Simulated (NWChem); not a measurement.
Two isomers of C₄H₄ClF, each optimised at PBE0/def2-SVP with NWChem. Flexible species stand in one conformer each, which need not be the lowest. 

A: C#C[C@@H](F)CCl
B: C=C(Cl)C(=C)F

Problem. Which is lower in energy, by how much, and how do their other properties compare?

Solution. B is lower by 25.0 kcal/mol in electronic energy; with zero-point energies, B − A = -25.1 kcal/mol.
|  | A | B |
|---|---|---|
| highest occupied level (eV) | -8.29 | -7.16 |
| orbital gap (eV) | 8.39 | 5.88 |
| dipole (D) | 2.68 | 0.16 |
| highest harmonic frequency (cm⁻¹) | 3486 | 3330 |
| zero-point energy (kcal/mol) | 43.3 | 43.2 |
